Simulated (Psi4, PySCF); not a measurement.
Internal rotation in C6H16Ge, SMILES CC(C)(C)C[CH2][GeH3], singlet. Scanned: dihedral C2–C5–C6–Ge7; all other coordinates were relaxed at GFN2-xTB. Points at φ and −φ are mirror images. Heavy atoms are numbered in the order of the SMILES CC(C)(C)C[CH2][GeH3], hydrogens after them in the order of the atoms that carry them; the mirror image has the same energies with the sign of each dihedral reversed.

Levels of theory: RKS-B3LYP/LANL2DZ = restricted B3LYP/LANL2DZ, with its core potentials past Ne // GFN2-xTB run with PySCF; PBE-D3(BJ)/def2-SVP // GFN2-xTB (Psi4).

Energies relative to the lowest point of each profile, in kJ/mol:

| φ / ° | RKS-B3LYP/LANL2DZ |
|---|---|
| -150 | 5.1 |
| -120 | 11.9 |
| -90 | 13.2 |
| -60 | 14.5 |
| -30 | 26.4 |
| 0 | 38.1 |
| 30 | 26.4 |
| 60 | 14.5 |
| 90 | 13.2 |
| 120 | 11.9 |
| 150 | 5.1 |
| 180 | 0.0 |

Question: What does PBE-D3(BJ)/def2-SVP give at the same points?

Answer: -150: 4.6; -120: 10.1; -90: 8.1; -60: 7.2; -30: 17.6; 0: 30.1; 30: 17.6; 60: 7.2; 90: 8.1; 120: 10.1; 150: 4.6; 180: 0.0 (kJ/mol).
